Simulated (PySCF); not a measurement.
Be(OMe)(OSiH3) (CH6BeO2Si), SMILES C[O][Be][O][SiH3].

Coordinates come from a r2SCAN-D4/def2-SVP optimisation. The values are those of a single conformer.

Two levels are set side by side: PBE/def2-TZVP (PySCF) and r2SCAN/def2-TZVP (PySCF). Same geometry, gas phase. Differences are taken from unrounded values.

```json
[
 {"quantity": "orbital gap (eV)", "PBE": "5.60"},
 {"quantity": "highest occupied level (eV)", "PBE": "-6.63"},
 {"quantity": "lowest empty level (eV)", "PBE": "-1.04"},
 {"quantity": "dipole moment (D)", "PBE": "1.51"},
 {"quantity": "mean polarisability (bohr³)", "PBE": "61.7"}
]
```

Task: These are the PBE values. What does r2SCAN give? (Estimate from the structure and the level; the computed values follow.)

Result: 
```tsv
quantity	r2SCAN	PBE minus r2SCAN
orbital gap (eV)	6.42	-0.83
highest occupied level (eV)	-6.94	0.31
lowest empty level (eV)	-0.52	-0.52
dipole moment (D)	1.50	0.01
mean polarisability (bohr³)	59.0	2.7
```

Rough cost on one machine, each run with all the roots and properties that it gave: r2SCAN against PBE about 3 times.
